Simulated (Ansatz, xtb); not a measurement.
Isomers of CHAlO2 in order of energy

4 gas-phase structures of CHAlO2, found in a search over its isomers (lower ones may exist). Each was relaxed with GFN2-xTB:

A. `O=C[O][Al]`, a singlet
B. a singlet given by its coordinates
C. a singlet given by its coordinates
D. the triplet with the links of `[O]1[CH]2[O][Al]12`

B (Å):

```xyz
5

C    -0.0680    0.1707    0.1811
Al    1.1278    1.6169    1.4890
O     1.0835   -0.1397    0.5611
O    -0.4789    1.3428    0.3097
H    -0.7389   -0.6075   -0.2195
```

Close contacts (Å): C1–O3 1.25, C1–O4 1.25, Al2–O3 1.99, Al2–O4 2.01, C1–H5 1.10.

C (Å):

```yaml
atoms:
  - { symbol: C, position_ang: [-0.7692, 1.1719, 1.3309] }
  - { symbol: Al, position_ang: [0.6150, 0.1231, 0.0930] }
  - { symbol: O, position_ang: [0.2693, 0.4725, 1.7748] }
  - { symbol: O, position_ang: [-0.8388, 1.0966, 0.0061] }
  - { symbol: H, position_ang: [1.6608, -0.5144, -0.7851] }
```

Close contacts (Å): C1–Al2 2.13, C1–O3 1.33, C1–O4 1.33, Al2–O3 1.75, Al2–O4 1.75, Al2–H5 1.51.

Problem. Estimate their order in r2SCAN-D4/def2-SVP energy at these geometries, lowest first.

Solution. Calculated order at r2SCAN-D4/def2-SVP: B (0.0), A (14.9), C (167.5), D (196.2) kJ/mol.

Energies above the lowest of each column, in kJ/mol; the last columns are at PBE0-D3(BJ)/pcseg-1 geometries and were run for some of them only (a dash: not run or not comparable):

```
structure  GFN2-xTB  HF/STO-3G  r2SCAN-D4/def2-SVP  PBE0-D3(BJ)/pcseg-1  CCSD(T)/def2-TZVPP
        B      25.9        0.0                 0.0                  0.0                 0.0
        A       0.0       34.6                14.9                 10.1                11.4
        C      44.4       28.4               167.5                    –                   –
        D         –       82.6               196.2                    –                   –
```

CCSD(T)/def2-TZVPP puts B lowest of those it was run on; GFN2-xTB picks A. Some further structures that were screened fall inside this span and aren't listed. Flexible structures stand in one conformer each, not always the lowest. Frequencies (PBE0-D3(BJ)/pcseg-1) were run for A, B alone. GFN2-xTB has no spin polarisation and isn't compared across spin states. Open shells are spin-unrestricted.

Programs: Ansatz 0.2.0, xtb 6.7.1.
